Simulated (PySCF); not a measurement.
Run record: geometry optimisation, `Cc1cccc(O[SiH3])c1F`.

Computed with PBE0-D3(BJ)/def2-SVP geometry optimisation, gas phase (PySCF 2.14.0). Start geometry: GFN2-xTB. The input is one job of a driver script: a line of settings, then coordinates in Å.

Command:
```bash
OMP_NUM_THREADS=1 python probes_run.py task.json out
```

Input:
```
{"job": {"xc": "PBE0", "basis": "def2-SVP", "d3": "d3bj", "grid": 1, "shake": 0.01, "kind": "geom"}, "charge": 0, "multiplicity": 1}
C      2.581340    -0.925900     0.187670
C      1.413380     0.026490    -0.084940
C      1.590720     1.331050    -0.532950
C      0.563740     2.170990    -0.751140
C     -0.762440     1.715620    -0.548230
C     -0.995950     0.426540    -0.097530
O     -2.242620     0.013630     0.099400
Si    -2.916380    -1.381750     0.589880
C      0.112520    -0.388630     0.142730
F     -0.103960    -1.667820     0.563070
H      3.466970    -0.531060    -0.260370
H      2.349510    -1.890890    -0.202140
H      2.690690    -0.988210     1.248000
H      2.598870     1.692350    -0.687110
H      0.690290     3.168090    -1.090510
H     -1.610780     2.376430    -0.702530
H     -2.616140    -2.462240    -0.331940
H     -2.517710    -1.714550     1.958310
H     -4.322780    -0.963100     0.521100
```

Output:
```
step   0  E = -735.71281142  max force = 0.060421
step   1  E = -735.72432555  max force = 0.007372
step   2  E = -735.72473410  max force = 0.003581
step   3  E = -735.72462503  max force = 0.005194
step   4  E = -735.72481589  max force = 0.000366
step   5  E = -735.72482054  max force = 0.000259
optimisation converged
```

Energies in Eh; «max force» is the largest Cartesian gradient component in Eh/bohr.

Question: At which steps does the energy rise by more than 1e-5 Eh?

Answer: At step 3 (+0.11 mEh).

Question: Give the first gradient maximum in eV/Å.

Answer: With 1 Eh/bohr = 51.422 eV/Å, 3.107 eV/Å.

Summary of the converged run: final energy -735.72482 Eh after 5 steps; dipole 0.95 D.

Question: Estimate the wall time. Hardware: Intel Xeon 6975P-C, one thread, shared host with 192 logical CPUs at a one-minute load of 36. And the peak memory of the process?

Answer: About 73 s, with 0.91 GiB resident at the peak, the Python interpreter and its libraries included.
Labels such as C1 count atoms from 1, the log's own numbers from 0.
